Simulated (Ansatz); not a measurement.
Input file for Ansatz (an electronic-structure program): R-MP2/def2-TZVPPD on CH3I (SMILES CI) with ghost functions, monomers drawn apart or pushed together. Elements past Kr take the def2 small-core potentials; no spin–orbit coupling. Files ending in .json are basis or fitting sets from the Basis Set Exchange. The run froze 10 orbitals, filled d shells among them.

Ansatz 0.2 input:
```yaml
crystal:
  periodic: [false, false, false]
  atoms:
    - {symbol: C, position_ang: [1.49356032, -0.93754599, 3.53515282]}
    - {symbol: I, position_ang: [0.78148921, 1.02930896, 4.06517047]}
    - {symbol: H, position_ang: [1.13245591, -1.62304288, 4.29292464]}
    - {symbol: H, position_ang: [1.08890880, -1.17043120, 2.55673657]}
    - {symbol: H, position_ang: [2.57629639, -0.89251739, 3.52181147]}
basis:
  gaussian:
    orbitals: def2-TZVPPD.json
    ghost_atoms:
      - {symbol: C, position_ang: [-0.36684336, -0.09415075, 0.76662074]}
      - {symbol: C, position_ang: [-0.26250146, -1.05475692, 0.05944209]}
      - {symbol: H, position_ang: [-0.44791120, 0.75045712, 1.40921915]}
      - {symbol: H, position_ang: [-0.17604532, -1.90233454, -0.57582001]}
magnetization: {spin_polarized: false}
correlation: {method: mp2, electrons: outside_noble_gas}
scf: {lower_state_search: off}
```

**Question.** What total energy does the run end on?

**Answer.** -336.6155 hartree.

**Question.** How many basis functions does it have, and what does it roughly cost on one machine?

**Answer.** 255 functions; roughly 9 core-seconds.
